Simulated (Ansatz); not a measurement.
`CC[Si]OC` + `C=N` → `C=NCC` + `CO[SiH]` at 500 K and 1 bar (substitution at a C–Si bond).

Calculated with Ansatz (gas phase, PBE0-D4/def2-TZVP geometries, no zero-point term in ΔE). CCSD(T)/CBS is the MP2 limit (def2-TZVPP, def2-QZVPP) plus CCSD(T) − MP2 in def2-TZVPP, frozen cores. This one scheme is used for every species. Each species was taken in one conformer, which may not be the lowest.

```json
{"species": "`CC[Si]OC`", "CCSD(T)/CBS energy (Eh)": "-483.21274", "H − E (kJ/mol)": "331.2", "S (J/(mol·K))": "424.0"}
{"species": "`C=N`", "CCSD(T)/CBS energy (Eh)": "-94.52360", "H − E (kJ/mol)": "124.2", "S (J/(mol·K))": "249.5"}
{"species": "`C=NCC`", "CCSD(T)/CBS energy (Eh)": "-173.04228", "H − E (kJ/mol)": "289.9", "S (J/(mol·K))": "341.8"}
{"species": "`CO[SiH]`", "CCSD(T)/CBS energy (Eh)": "-404.67988", "H − E (kJ/mol)": "158.5", "S (J/(mol·K))": "317.8"}
```

H − E and S are ideal-gas, rigid-rotor, harmonic terms from PBE0-D4/def2-TZVP, for one conformer and one mirror image of each species. 1 Eh = 2625.50 kJ/mol, R = 8.31446 J/(mol·K).

Task: By hand: ΔE, ΔH, ΔS and ΔG.

Result: ΔE = (-173.04228) + (-404.67988) − (-483.21274) − (-94.52360) = 0.01418 Eh = 37.2 kJ/mol. Δ(H − E) = 289.9 + 158.5 − 331.2 − 124.2 = -7.0, so ΔH = 30.2 kJ/mol. ΔS = 341.8 + 317.8 − 424.0 − 249.5 = -13.9 J/(mol·K). ΔG = 30.2 − 500 × (-13.9)/1000 = 37.1 kJ/mol.

Task: By hand: the equilibrium constant, and the temperature at which ΔG would vanish if ΔH and ΔS stayed fixed.

Result: log₁₀ K = −ΔG/(RT ln 10) = -3.9. ΔH and −TΔS have one sign here, so there is no such temperature.

The number of gas molecules stays the same, so ΔS is small and ΔH decides. A doubt of 5 kJ/mol in ΔE shifts log₁₀ K by 0.5 here. Other conformers and mirror images would add mixing entropy, several J/(mol·K) or more a flexible species. These are equilibria of isolated gas molecules and say nothing of rates. Largest T1 diagnostic: 0.015 (customary marks: 0.02 for closed shells, 0.045 for open ones).
